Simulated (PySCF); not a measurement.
UHF on Eu³⁺ (europium, charge +3)

Configuration: [Xe] 4f6, high-spin 7F determinant. Computed with PySCF 2.14 in cc-pVDZ-X2C (8s7p5d3f1g, 84 functions), with the spin-free X2C one-electron Hamiltonian (Gaussian nucleus).

```
Total energy                                                  : -10838.211895 hartree
One-electron energy                                           : -14755.8612 hartree
Hartree (Coulomb) energy                                      : 4158.8320 hartree
Exchange energy                                               : -241.1827 hartree
⟨S²⟩                                                          : 12.0055
⟨L²⟩                                                          : 12.013
Sum of ⟨r⟩                                                    : 33.45 bohr
Sum of ⟨r²⟩                                                   : 35.66 bohr²
Traceless quadrupole moment −½Σ⟨3z² − r²⟩ along its main axis : -0.202 e·bohr²
Langevin diamagnetic susceptibility                           : -28.2 ×10⁻⁶ cm³/mol
```

| shell | electrons | mean orbital energy (eV) | spread (eV) | rms radius, mean of both spins (bohr) |
| --- | --- | --- | --- | --- |
| 1s α | 1 | -48786.8 | 0 | 0.0254 |
| 1s β | 1 | -48786.7 | 0 | 0.0254 |
| 2s α | 1 | -8156.4 | 0 | 0.103 |
| 2s β | 1 | -8156.3 | 0 | 0.103 |
| 2p α | 3 | -7275.1 | 0.291 | 0.0924 |
| 2p β | 3 | -7274.9 | 0.316 | 0.0924 |
| 3s α | 1 | -1872.1 | 0 | 0.266 |
| 3s β | 1 | -1868.3 | 0 | 0.266 |
| 3p α | 3 | -1591.1 | 0.995 | 0.266 |
| 3p β | 3 | -1586.9 | 1.838 | 0.266 |
| 3d α | 5 | -1209.4 | 0.328 | 0.245 |
| 3d β | 5 | -1204.8 | 1.433 | 0.245 |
| 4s α | 1 | -424.75 | 0 | 0.601 |
| 4s β | 1 | -414.57 | 0 | 0.601 |
| 4p α | 3 | -329.74 | 0.733 | 0.637 |
| 4p β | 3 | -318.45 | 3.094 | 0.637 |
| 4d α | 5 | -193.79 | 1.793 | 0.704 |
| 4d β | 5 | -179.07 | 2.598 | 0.704 |
| 5s α | 1 | -85.428 | 0 | 1.46 |
| 5s β | 1 | -81.715 | 0 | 1.46 |
| 5p α | 3 | -58.520 | 0.586 | 1.67 |
| 5p β | 3 | -55.650 | 1.290 | 1.67 |
| 4f α | 6 | -46.471 | 2.517 | 0.946 |

Spin-orbit coupling, absent here, splits the open shell strongly.

Densities and radii are taken from the X2C orbitals without a picture-change correction, which distorts them close to the nucleus.

Spin-orbit constants ζ (cm⁻¹) from the X2C one-electron operator on these orbitals: bare nucleus, nucleus screened by l(l+1)(2l+1)/3 electrons, and screened by the Breit-Pauli mean field of the electrons.

```tsv
shell	bare	screened nucleus	mean field
2p	3368000	3261000	n/a
3p	693700	671600	n/a
3d	108200	91020	n/a
4p	150200	145400	n/a
4d	19690	16560	n/a
4f	2858	1588	n/a
5p	21330	20650	n/a
```

To first order the Landé constant is A = 264.7 cm⁻¹, so the lowest level has J = 0 and lies 0.394 eV below the centre of the term. This holds in LS coupling only.
